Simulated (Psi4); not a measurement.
CH$_{3}$Cl, charge +1, doublet, geometry from GFN2-xTB (a state made from the parent by changing its charge; the spin is typed, not shown lowest). Base run: B3LYP/aug-cc-pVDZ in Psi4 1.11.

Geometry (Å):
```xyz
5

C     -1.0827    -0.0211    -0.0320
Cl     0.6407     0.0125     0.0189
H     -1.4286    -0.6744    -0.8503
H     -1.4861    -0.4052     0.9199
H     -1.4804     0.9937    -0.1992
```
Charge +1, spin multiplicity 2.
Orbitals are unrestricted.
All else is at Psi4's defaults (density fitting).
Base energy -499.71950 Eh.

The base run was repeated with changes; each row names its change, and settings that it needs were set with it.

```
change                      ΔE vs base (µEh)  SCF cycles  grid points  basis functions
--------------------------  ----------------  ----------  -----------  ---------------
base                                     0.0           9       109862               77
scf_type = direct                       40.2          11       109862               77
level_shift = 0.3                        0.0          10       109862               77
scf_type = mem_df                        0.0           9       109862               77
guess = core                             1.8          12       109862               77
puream = true                            0.0           9       109862               77
dft_spherical_points = 434               0.1           9       157713               77
dft_radial_points = 50                   0.1           9        74354               77
damping_percentage = 20                 -4.5          14       109862               77
dft_radial_scheme = mura                 0.4           9       110640               77
dft_spherical_points = 110              31.3           9        40111               77
e_convergence = 1e-4                     0.0           9       109862               77
scf_type = out_of_core                  40.2           9       109862               77
```

Open shells are given as the SCF converged; they aren't shown to be the lowest states, and a large step between rows can be another state.
